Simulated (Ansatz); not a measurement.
Ansatz (a program for electronic structure) input for Hf(Cl)3(OH)(OH2) (Cl3H3HfO2), SMILES [Hf]([Cl])([OH])(<-[OH2])([Cl])[Cl], multiplicity 1, PBE-D3(BJ)/def2-SVP. 

Ansatz 0.2 input:
```yaml
crystal:
  periodic: [false, false, false]
  atoms:
    - {symbol: Hf, position_ang: [0.02409462, 0.17145641, 0.00000000]}
    - {symbol: Cl, position_ang: [2.32507257, -0.33408711, 0.00000005]}
    - {symbol: Cl, position_ang: [-0.51926599, -0.80068459, 2.12404749]}
    - {symbol: Cl, position_ang: [-0.51926589, -0.80068459, -2.12404751]}
    - {symbol: O, position_ang: [0.02571233, 2.06222164, 0.00000000]}
    - {symbol: H, position_ang: [0.21275001, 2.99985572, 0.00000000]}
    - {symbol: O, position_ang: [-2.32423400, 0.18800251, -0.00000006]}
    - {symbol: H, position_ang: [-2.71529065, -0.22187666, 0.78470041]}
    - {symbol: H, position_ang: [-2.71529062, -0.22187667, -0.78470052]}
basis:
  gaussian:
    orbitals: def2-SVP
hamiltonian:
  xc: pbe
  dispersion: d3bj
relax: {f_tol: 0.002, max_steps: 200}
```

Output:

```
WARN ansatz: RAYON_NUM_THREADS=1 ignored (pool sized by the plan → 1); use --threads N
Functional definition: PBE
integrals: 0.09 GiB planned
1359 factors; their error is unknown
mean field: 0.41 GiB planned
mean field evaluation 1: about -42982.4767 eV, gradient 7.7e1 eV
mean field evaluation 2: about -42876.8533 eV, gradient 2.2e2 eV
mean field evaluation 4: about -42991.9326 eV, gradient 2.1e1 eV
mean field evaluation 8: about -42992.8043 eV, gradient 2.4e-1 eV
mean field evaluation 16: about -42992.7084 eV, gradient 1.5e-3 eV
mean field -42992.70841691 eV, -1579.9528928171 hartree, gradient 5.8e-5 eV, S^2 0.000000; 0 other end points of the search recorded, 0 dependent functions left out
the calculation of the forces begins
reference -42992.70849835 eV, -1579.9528958100 hartree; 41, 41 occupied and 88, 88 virtual orbitals, 1359 factors
relax step   1: F+E_penalty+E_count = -42992.97289588 eV  Δ(F+E_penalty+E_count) = +0.000e0 eV  max|allowed force component| = 5.218e-1 eV/Å  Δτ_max = 0.0000 Å  (30 SCF iters, accepted)
these checks for a lower state are left out or cut short: starts, cluster_reference, orbital_swaps, neighbouring_geometries, increment
integrals: 0.09 GiB planned
1359 factors; their error is unknown
mean field: 0.41 GiB planned
mean field -42992.72611257 eV, -1579.9535431204 hartree, gradient 2.4e-5 eV, S^2 0.000000; 0 other end points of the search recorded, 0 dependent functions left out
the calculation of the forces begins
reference -42992.72619408 eV, -1579.9535461160 hartree; 41, 41 occupied and 88, 88 virtual orbitals, 1359 factors
relax step   2: F+E_penalty+E_count = -42992.98823816 eV  Δ(F+E_penalty+E_count) = -1.534e-2 eV  max|allowed force component| = 1.665e-1 eV/Å  Δτ_max = 0.0342 Å  (31 SCF iters, accepted)
these checks for a lower state are left out or cut short: starts, cluster_reference, orbital_swaps, neighbouring_geometries, increment
integrals: 0.09 GiB planned
1359 factors; their error is unknown
mean field: 0.41 GiB planned
mean field evaluation 32: about -42992.7278 eV, gradient 1.1e-4 eV
mean field -42992.72775325 eV, -1579.9536034144 hartree, gradient 1.0e-5 eV, S^2 0.000000; 0 other end points of the search recorded, 0 dependent functions left out
the calculation of the forces begins
reference -42992.72783459 eV, -1579.9536064036 hartree; 41, 41 occupied and 88, 88 virtual orbitals, 1359 factors
relax step   3: F+E_penalty+E_count = -42992.99084820 eV  Δ(F+E_penalty+E_count) = -2.610e-3 eV  max|allowed force component| = 4.144e-2 eV/Å  Δτ_max = 0.0264 Å  (32 SCF iters, accepted)
these checks for a lower state are left out or cut short: starts, cluster_reference, orbital_swaps, neighbouring_geometries, increment
integrals: 0.09 GiB planned
1359 factors; their error is unknown
mean field: 0.41 GiB planned
mean field -42992.72779820 eV, -1579.9536050662 hartree, gradient 1.1e-5 eV, S^2 0.000000; 0 other end points of the search recorded, 0 dependent functions left out
the calculation of the forces begins
reference -42992.72787956 eV, -1579.9536080561 hartree; 41, 41 occupied and 88, 88 virtual orbitals, 1359 factors
relax step   4: F+E_penalty+E_count = -42992.99132935 eV  Δ(F+E_penalty+E_count) = -4.811e-4 eV  max|allowed force component| = 2.740e-2 eV/Å  Δτ_max = 0.0122 Å  (32 SCF iters, accepted)
these checks for a lower state are left out or cut short: starts, cluster_reference, orbital_swaps, neighbouring_geometries, increment
integrals: 0.09 GiB planned
1359 factors; their error is unknown
mean field: 0.41 GiB planned
mean field -42992.72799302 eV, -1579.9536122256 hartree, gradient 1.1e-5 eV, S^2 0.000000; 0 other end points of the search recorded, 0 dependent functions left out
the calculation of the forces begins
reference -42992.72807437 eV, -1579.9536152155 hartree; 41, 41 occupied and 88, 88 virtual orbitals, 1359 factors
relax step   5: F+E_penalty+E_count = -42992.99146543 eV  Δ(F+E_penalty+E_count) = -1.361e-4 eV  max|allowed force component| = 1.512e-2 eV/Å  Δτ_max = 0.0037 Å  (32 SCF iters, accepted)
these checks for a lower state are left out or cut short: starts, cluster_reference, orbital_swaps, neighbouring_geometries, increment
integrals: 0.09 GiB planned
1359 factors; their error is unknown
mean field: 0.41 GiB planned
mean field -42992.72804825 eV, -1579.9536142553 hartree, gradient 1.1e-5 eV, S^2 0.000000; 0 other end points of the search recorded, 0 dependent functions left out
the calculation of the forces begins
reference -42992.72812960 eV, -1579.9536172451 hartree; 41, 41 occupied and 88, 88 virtual orbitals, 1359 factors
relax step   6: F+E_penalty+E_count = -42992.99150581 eV  Δ(F+E_penalty+E_count) = -4.038e-5 eV  max|allowed force component| = 7.941e-3 eV/Å  Δτ_max = 0.0028 Å  (33 SCF iters, accepted)
these checks for a lower state are left out or cut short: starts, cluster_reference, orbital_swaps, neighbouring_geometries, increment
integrals: 0.09 GiB planned
1359 factors; their error is unknown
mean field: 0.41 GiB planned
mean field evaluation 64: about -42992.7281 eV, gradient 7.9e-5 eV
mean field -42992.72805909 eV, -1579.9536146538 hartree, gradient 1.1e-5 eV, S^2 0.000000; 0 other end points of the search recorded, 0 dependent functions left out
the calculation of the forces begins
reference -42992.72814045 eV, -1579.9536176436 hartree; 41, 41 occupied and 88, 88 virtual orbitals, 1359 factors
relax step   7: F+E_penalty+E_count = -42992.99152052 eV  Δ(F+E_penalty+E_count) = -1.471e-5 eV  max|allowed force component| = 5.927e-3 eV/Å  Δτ_max = 0.0022 Å  (34 SCF iters, accepted)
these checks for a lower state are left out or cut short: starts, cluster_reference, orbital_swaps, neighbouring_geometries, increment
integrals: 0.09 GiB planned
1359 factors; their error is unknown
mean field: 0.41 GiB planned
mean field -42992.72807449 eV, -1579.9536152199 hartree, gradient 1.1e-5 eV, S^2 0.000000; 0 other end points of the search recorded, 0 dependent functions left out
the calculation of the forces begins
reference -42992.72815585 eV, -1579.9536182097 hartree; 41, 41 occupied and 88, 88 virtual orbitals, 1359 factors
relax step   8: F+E_penalty+E_count = -42992.99153567 eV  Δ(F+E_penalty+E_count) = -1.515e-5 eV  max|allowed force component| = 4.916e-3 eV/Å  Δτ_max = 0.0036 Å  (32 SCF iters, accepted)
these checks for a lower state are left out or cut short: starts, cluster_reference, orbital_swaps, neighbouring_geometries, increment
integrals: 0.09 GiB planned
1359 factors; their error is unknown
mean field: 0.41 GiB planned
mean field -42992.72808525 eV, -1579.9536156153 hartree, gradient 1.1e-5 eV, S^2 0.000000; 0 other end points of the search recorded, 0 dependent functions left out
the calculation of the forces begins
reference -42992.72816661 eV, -1579.9536186052 hartree; 41, 41 occupied and 88, 88 virtual orbitals, 1359 factors
relax step   9: F+E_penalty+E_count = -42992.99154314 eV  Δ(F+E_penalty+E_count) = -7.476e-6 eV  max|allowed force component| = 3.755e-3 eV/Å  Δτ_max = 0.0025 Å  (34 SCF iters, accepted)
these checks for a lower state are left out or cut short: starts, cluster_reference, orbital_swaps, neighbouring_geometries, increment
integrals: 0.09 GiB planned
1359 factors; their error is unknown
mean field: 0.41 GiB planned
mean field -42992.72809019 eV, -1579.9536157966 hartree, gradient 1.1e-5 eV, S^2 0.000000; 0 other end points of the search recorded, 0 dependent functions left out
the calculation of the forces begins
reference -42992.72817154 eV, -1579.9536187864 hartree; 41, 41 occupied and 88, 88 virtual orbitals, 1359 factors
relax step  10: F+E_penalty+E_count = -42992.99154967 eV  Δ(F+E_penalty+E_count) = -6.522e-6 eV  max|allowed force component| = 2.292e-3 eV/Å  Δτ_max = 0.0017 Å  (34 SCF iters, accepted)
these checks for a lower state are left out or cut short: starts, cluster_reference, orbital_swaps, neighbouring_geometries, increment
integrals: 0.09 GiB planned
1359 factors; their error is unknown
mean field: 0.41 GiB planned
mean field evaluation 96: about -42992.7281 eV, gradient 7.9e-5 eV
mean field -42992.72809694 eV, -1579.9536160447 hartree, gradient 1.1e-5 eV, S^2 0.000000; 0 other end points of the search recorded, 0 dependent functions left out
the calculation of the forces begins
reference -42992.72817827 eV, -1579.9536190338 hartree; 41, 41 occupied and 88, 88 virtual orbitals, 1359 factors
relax step  11: F+E_penalty+E_count = -42992.99155564 eV  Δ(F+E_penalty+E_count) = -5.971e-6 eV  max|allowed force component| = 5.712e-3 eV/Å  Δτ_max = 0.0064 Å  (33 SCF iters, accepted)
these checks for a lower state are left out or cut short: starts, cluster_reference, orbital_swaps, neighbouring_geometries, increment
integrals: 0.09 GiB planned
1359 factors; their error is unknown
mean field: 0.41 GiB planned
mean field -42992.72809920 eV, -1579.9536161277 hartree, gradient 1.1e-5 eV, S^2 0.000000; 0 other end points of the search recorded, 0 dependent functions left out
the calculation of the forces begins
reference -42992.72818053 eV, -1579.9536191166 hartree; 41, 41 occupied and 88, 88 virtual orbitals, 1359 factors
relax step  12: F+E_penalty+E_count = -42992.99156368 eV  Δ(F+E_penalty+E_count) = -8.044e-6 eV  max|allowed force component| = 1.485e-2 eV/Å  Δτ_max = 0.0079 Å  (32 SCF iters, accepted)
these checks for a lower state are left out or cut short: starts, cluster_reference, orbital_swaps, neighbouring_geometries, increment
integrals: 0.09 GiB planned
1359 factors; their error is unknown
mean field: 0.41 GiB planned
mean field -42992.72811149 eV, -1579.9536165795 hartree, gradient 1.1e-5 eV, S^2 0.000000; 0 other end points of the search recorded, 0 dependent functions left out
the calculation of the forces begins
reference -42992.72819281 eV, -1579.9536195681 hartree; 41, 41 occupied and 88, 88 virtual orbitals, 1359 factors
relax step  13: F+E_penalty+E_count = -42992.99157674 eV  Δ(F+E_penalty+E_count) = -1.306e-5 eV  max|allowed force component| = 1.886e-3 eV/Å  Δτ_max = 0.0019 Å  (33 SCF iters, accepted)
integrals: 0.09 GiB planned
1359 factors; their error is unknown
mean field: 0.41 GiB planned
mean field evaluation 128: about -42992.8248 eV, gradient 6.4e-2 eV
mean field -42992.72811149 eV, -1579.9536165795 hartree, gradient 1.1e-5 eV, S^2 0.000000; 1 other end points of the search recorded, 0 dependent functions left out
the calculation of the forces begins
reference -42992.72819281 eV, -1579.9536195681 hartree; 41, 41 occupied and 88, 88 virtual orbitals, 1359 factors
Total energy: -42992.99165806 eV, -1579.9633017372 hartree
Atom 0 at     0.018375     0.180622    -0.000000 Å, force    -0.000570    -0.001526    -0.000000 eV/Å
Atom 1 at     2.327686    -0.330883    -0.000000 Å, force    -0.000241    -0.000030    -0.000000 eV/Å
Atom 2 at    -0.542230    -0.813994     2.121129 Å, force     0.000197     0.000587    -0.000845 eV/Å
Atom 3 at    -0.542230    -0.813993    -2.121130 Å, force     0.000197     0.000587     0.000845 eV/Å
Atom 4 at     0.022683     2.084343     0.000000 Å, force     0.000013    -0.000951    -0.000000 eV/Å
Atom 5 at     0.250490     3.023218     0.000000 Å, force     0.000499     0.001886    -0.000000 eV/Å
Atom 6 at    -2.356858     0.221645    -0.000000 Å, force    -0.000069    -0.000072     0.000000 eV/Å
Atom 7 at    -2.691818    -0.254314     0.788540 Å, force    -0.000013    -0.000241     0.000085 eV/Å
Atom 8 at    -2.691816    -0.254318    -0.788540 Å, force    -0.000013    -0.000241    -0.000085 eV/Å
Dipole moment:    -0.830172     0.442968    -0.000000 e Å
```

Self-consistency was reached.

Cost: about 50 core-seconds (a rough figure).
